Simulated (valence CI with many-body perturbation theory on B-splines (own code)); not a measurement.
## Nb III: electric-dipole lines

Method: configuration interaction combined with many-body perturbation theory (CI+MBPT): three valence electrons over a frozen Dirac-Fock core [Kr], a basis of 9 s, 9 p, 10 d, 8 f, 5 g, 3 h, 1 i functions for each j, with the one-electron correlation potential Σ1, the two-electron term Σ2, the three-electron term Σ3, Breit, model QED; selected CI, second order for the rest, scaled by the run's own slope (own B-spline code, finite nucleus).

Set against measurement, 24 paired levels are off by 556 cm⁻¹ on average, the worst by 1107. These come from a selection out of Shadmi, J. Res. Natl. Bur. Stand. 70A, 435 (1966). Levels without a partner in it may be off by more, other configurations by 1,000 to 8,000 cm⁻¹.

Lines 1 to 50 of 245 in falling wavelength, among levels below 9.822 eV, chosen from the strongest by gf and those to the six lowest levels. Wavelengths and rates use the calculated energies, so an error of 600 cm⁻¹ moves a line at 417.0 nm by 2.5 % and its rate by three times that or more. Electric multipoles are in the length gauge, E1 and E2 with the static RPA response of the core. Weak lines are less certain than strong ones. Lines between different terms over intervals too small for the method are left out, as are lines whose strength nearly cancels. Where a level lies close to another of its J and parity, the split of strength between their lines is uncertain. The highest levels of a list are the least certain.

Names give the largest LS component (configuration and term), which can be under half, so a name can repeat, a term be missing and a line seem to break the LS rules; names also repeat where a configuration has a term twice. Letters in brackets count levels of one name in rising energy.

```csv
λ vac (nm),Upper,Lower,A (s⁻¹),S (a.u.) with core polarisation,S without
417.0,4d²5p ²D°_5/2 [a],4d²5s ²P_3/2,6.08e+06,1.31e+00,1.53e+00
377.8,4d²5p ²S°_1/2,4d²5s ²P_3/2,4.92e+07,2.62e+00,3.05e+00
367.4,4d²5p ²S°_1/2,4d²5s ²P_1/2,3.34e+07,1.64e+00,1.90e+00
338.2,4d²5p ⁴G°_5/2,4d²5s ²F_5/2,1.11e+07,1.27e+00,1.46e+00
334.6,4d²5p ²G°_7/2,4d²5s ²G_7/2,1.81e+07,2.68e+00,3.16e+00
329.0,4d²5p ²F°_7/2 [a],4d²5s ²D_5/2,1.45e+07,2.03e+00,2.39e+00
321.5,4d²5p ²G°_9/2 [a],4d²5s ²G_9/2,2.64e+07,4.33e+00,5.09e+00
316.0,4d²5p ⁴F°_3/2,4d²5s ²F_5/2,2.14e+07,1.33e+00,1.53e+00
308.5,4d²5p ⁴F°_5/2 [a],4d²5s ²F_5/2,4.22e+07,3.67e+00,4.23e+00
304.5,4d²5p ²F°_7/2 [a],4d²5s ²F_7/2,1.00e+08,1.12e+01,1.28e+01
304.3,4d²5p ⁴F°_5/2 [b],4d²5s ²F_5/2,4.94e+07,4.12e+00,4.72e+00
298.0,4d²5p ²D°_5/2 [a],4d²5s ²F_7/2,7.06e+07,5.53e+00,6.34e+00
297.7,4d²5p ²D°_3/2 [a],4d²5s ²F_5/2,7.28e+07,3.79e+00,4.34e+00
289.7,4d²5p ⁴D°_5/2 [a],4d²5s ⁴P_3/2,1.30e+07,9.37e-01,1.10e+00
288.7,4d²5p ⁴D°_7/2 [a],4d²5s ⁴P_5/2,2.60e+07,2.47e+00,2.89e+00
288.3,4d²5p ⁴D°_5/2 [a],4d²5s ²F_7/2,4.08e+07,2.90e+00,3.33e+00
286.3,4d²5p ²D°_5/2 [a],4d²5s ²F_5/2,1.30e+07,9.04e-01,1.04e+00
285.9,4d²5p ⁴D°_7/2 [a],4d²5s ²F_7/2,1.58e+07,1.46e+00,1.67e+00
283.4,4d²5p ²F°_7/2 [b],4d²5s ²G_7/2,1.66e+07,1.50e+00,1.74e+00
282.8,4d²5p ²F°_7/2 [b],4d²5s ²G_9/2,1.24e+07,1.11e+00,1.28e+00
273.1,4d²5p ⁴D°_7/2 [b],4d²5s ²G_7/2,4.46e+07,3.59e+00,4.16e+00
272.6,4d²5p ⁴D°_7/2 [b],4d²5s ²G_9/2,1.16e+07,9.30e-01,1.08e+00
269.8,4d²5p ²G°_9/2 [a],4d²5s ²F_7/2,1.69e+08,1.64e+01,1.86e+01
268.2,4d²5p ²G°_7/2,4d²5s ²F_5/2,1.68e+08,1.28e+01,1.45e+01
267.9,4d²5p ⁴S°_3/2 [b],4d²5s ²D_5/2,1.20e+08,4.56e+00,5.30e+00
267.9,4d²5p ²G°_9/2 [b],4d²5s ²G_9/2,2.21e+08,2.09e+01,2.43e+01
265.0,4d²5p ⁴G°_5/2,4d²5s ⁴F_5/2,5.08e+07,2.80e+00,3.25e+00
264.5,4d²5p ²F°_5/2,4d²5s ²D_5/2,3.18e+07,1.74e+00,1.99e+00
263.3,4d²5p ⁴D°_3/2 [b],4d²5s ²D_5/2,4.49e+07,1.62e+00,1.88e+00
262.2,4d²5p ⁴S°_3/2 [a],4d²5s ⁴P_5/2,1.80e+08,6.42e+00,7.47e+00
261.5,4d²5p ⁴G°_5/2,4d²5s ⁴F_3/2,1.91e+08,1.01e+01,1.17e+01
261.1,4d²5p ⁴G°_7/2,4d²5s ⁴F_7/2,6.82e+07,4.79e+00,5.56e+00
261.1,4d²5p ⁴S°_3/2 [a],4d²5s ⁴P_3/2,3.57e+07,1.25e+00,1.47e+00
260.6,4d²5p ²F°_5/2,4d²5s ²D_3/2,9.28e+07,4.87e+00,5.59e+00
257.6,4d²5p ⁴G°_9/2,4d²5s ⁴F_9/2,5.94e+07,5.01e+00,5.81e+00
257.3,4d²5p ²F°_7/2 [b],4d²5s ²D_5/2,5.31e+07,3.57e+00,4.08e+00
257.0,4d²5p ²P°_1/2,4d²5s ²D_3/2,2.25e+08,3.77e+00,4.36e+00
256.2,4d²5p ⁴G°_7/2,4d²5s ⁴F_5/2,2.11e+08,1.40e+01,1.62e+01
254.1,4d²5p ²D°_3/2 [b],4d²5s ²D_5/2,2.43e+07,7.88e-01,9.18e-01
253.3,4d²5p ⁴D°_5/2 [b],4d²5s ²D_3/2,9.91e+07,4.77e+00,5.49e+00
252.5,4d²5p ⁴S°_3/2 [b],4d²5s ⁴P_3/2,1.28e+08,4.06e+00,4.72e+00
251.7,4d²5p ⁴G°_9/2,4d²5s ⁴F_7/2,2.50e+08,1.97e+01,2.28e+01
251.6,4d²5p ²D°_5/2 [b],4d²5s ²D_5/2,1.05e+08,4.95e+00,5.65e+00
251.2,4d²5p ⁴F°_3/2,4d²5s ⁴F_5/2,9.31e+07,2.91e+00,3.37e+00
250.9,4d²5p ⁴F°_5/2 [a],4d²5s ⁴F_7/2,8.87e+07,4.15e+00,4.81e+00
250.6,4d²5p ²F°_5/2,4d²5s ⁴P_5/2,7.38e+07,3.44e+00,3.95e+00
250.5,4d²5p ²D°_3/2 [b],4d²5s ²D_3/2,2.19e+08,6.81e+00,7.80e+00
250.4,4d²5p ⁴D°_1/2 [b],4d²5s ⁴P_1/2,2.26e+08,3.51e+00,4.07e+00
249.5,4d²5p ²F°_5/2,4d²5s ⁴P_3/2,3.82e+07,1.76e+00,2.03e+00
249.4,4d²5p ⁴F°_7/2,4d²5s ⁴F_9/2,5.64e+07,3.45e+00,4.01e+00
```
